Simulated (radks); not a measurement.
Excited configurations of Pr III: one electron is placed in a higher orbital outside [Xe] 4f2. The ground configuration is [Xe] 4f3. Calculated with a radial shooting solver on a logarithmic mesh with Libxc functionals: scalar-relativistic Kohn-Sham, LDA (Slater exchange, Perdew-Wang correlation), spin-polarised, spherical densities, finite nucleus; open shells are filled with parallel spins first (spin-orbit coupling, left out, can overturn this in heavy ions); Fermi nuclear charge, rms radius 4.8919 fm. Excitation = E - E(ground); binding = E(ion) - E, where the ion is the core of charge +3; n* = 3/sqrt(2 binding) in atomic units, and the quantum defect is n - n*.

outer orbital  excitation (eV)  binding (eV)     n*  <r> (bohr)
5d                       2.728        19.809  2.486       2.478
5f                      14.440         8.097  3.889       5.540
6s                       3.977        18.559  2.569       3.509
6p                       8.088        14.448  2.911       4.165
6d                      13.086         9.451  3.600       5.803
6f                      17.184         5.353  4.783       9.697
7s                      12.909         9.628  3.566       6.620
7p                      14.484         8.052  3.900       7.602
7d                      16.692         5.845  4.577       9.898
7f                      18.778         3.759  5.708       14.83

The Delta-SCF ionisation energy is 22.537 eV (NIST Atomic Spectra Database: 21.624 eV, measured). Self-interaction in the functional shifts the binding energies and quantum defects, so they are the method's values and not measured ones. Open shells are spherical and high-spin; term and fine-structure splittings are not resolved. Spin-orbit splitting is averaged out at the scalar-relativistic level.
